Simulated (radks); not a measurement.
Results of a calculation; reference values are marked as such.
Ionisation of neutral oxygen, [He] 2s2 2p4, to [He] 2s2 2p3 as the strength of local exchange is varied. Code: a radial shooting solver on a logarithmic mesh with Libxc functionals. Model: scalar-relativistic Kohn-Sham, Slater X-alpha exchange (alpha = 2/3 is LDA exchange), no correlation, spin-polarised, spherical densities, point nucleus; open shells are filled with parallel spins first.

alpha,E(O) (hartree),exchange (hartree),IE (eV),-e of the level emptied (eV),<r> of it (bohr)
0.584,-73.14921,-6.31042,11.037,4.951 (2p),1.412
0.667,-74.05106,-7.28673,11.862,5.702 (2p),1.379
0.745,-74.90757,-8.22184,12.673,6.454 (2p),1.349
0.829,-75.83966,-9.24789,13.585,7.311 (2p),1.319
0.867,-76.26461,-9.71851,14.009,7.716 (2p),1.306

NIST Atomic Spectra Database: 13.618 eV (measured). The Delta-SCF value meets it near alpha = 0.83. Open shells are spherical and high-spin; term and fine-structure splittings are not resolved.
